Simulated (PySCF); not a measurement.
V(2+): excitation energy

V(2+) [Ar] 3d3 (4F) → V(2+) [Ar] 3d2 4s1 (4F), as a difference of total energies. Computed with PySCF 2.14 in x2c-TZVPPall (6s5p4d2f1g, 64 functions), with scalar relativity by spin-free X2C-1e. Correlated levels: valence: [Ar] frozen; valence and next inner shell: [Ne] frozen. The calculations carry no spin-orbit coupling.

```json
{"method": "UHF", "excitation energy (cm⁻¹)": "41796"}
{"method": "LDA", "excitation energy (cm⁻¹)": "46369"}
{"method": "PBE", "excitation energy (cm⁻¹)": "45869"}
{"method": "PBE0", "excitation energy (cm⁻¹)": "46317"}
{"method": "r2SCAN", "excitation energy (cm⁻¹)": "47906"}
{"method": "BLYP", "excitation energy (cm⁻¹)": "44664"}
{"method": "MN15", "excitation energy (cm⁻¹)": "50027"}
{"method": "CAM-B3LYP", "excitation energy (cm⁻¹)": "45546"}
{"method": "TPSSh", "excitation energy (cm⁻¹)": "46434"}
{"method": "MP2 (valence)", "excitation energy (cm⁻¹)": "43431"}
{"method": "SCS-MP2 (valence)", "excitation energy (cm⁻¹)": "42341"}
{"method": "MP2 (valence and next inner shell)", "excitation energy (cm⁻¹)": "44374"}
{"method": "SCS-MP2 (valence and next inner shell)", "excitation energy (cm⁻¹)": "43473"}
```

A first-order spin-orbit estimate (lowest level to lowest level, LS coupling) adds -0.007 eV.

The basis was made for the ground configuration and has no added diffuse functions, so the excitation energy can come out too high.
